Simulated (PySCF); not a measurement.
Mo(NH)(F)2(OH)2 (F₂H₃MoNO₂), SMILES [NH]=[Mo]([OH])([OH])([F])[F], multiplicity 1. The structure is a stationary point at PBE-D3(BJ)/def2-SVP. The spin state was assumed, not searched. The structure was generated by enumeration; whether it is a known compound was not checked. The def2 effective core potentials stand for the cores of Mo; spin–orbit coupling is left out. Other conformers were not sampled.

The numbers are results of PBE-D3(BJ)/def2-SVP in PySCF, not measurements.

Harmonic wavenumbers (cm⁻¹): 103, 161, 211, 239, 257, 264, 300, 345, 386, 493, 530, 569, 621, 632, 681, 712, 734, 1025, 3537, 3706, 3732. Rotational constants (GHz): 2.819, 2.525, 2.071; symmetry number 1.

Task: Work out the zero-point energy and the ideal-gas rigid-rotor harmonic-oscillator thermochemistry at 298.15 K and 1 atm.

Result: ZPE = ½ Σ hcν = ½ × 19240 cm⁻¹ = 27.51 kcal/mol. H − E(el) = 33.46 kcal/mol. Entropy in cal/(mol K): translation 41.52, rotation 27.48, vibration 20.27, total 89.27. G − E(el) = 6.85 kcal/mol. Cp = 31.92 cal/(mol K). Modes under 150 cm⁻¹ make the vibrational entropy uncertain.
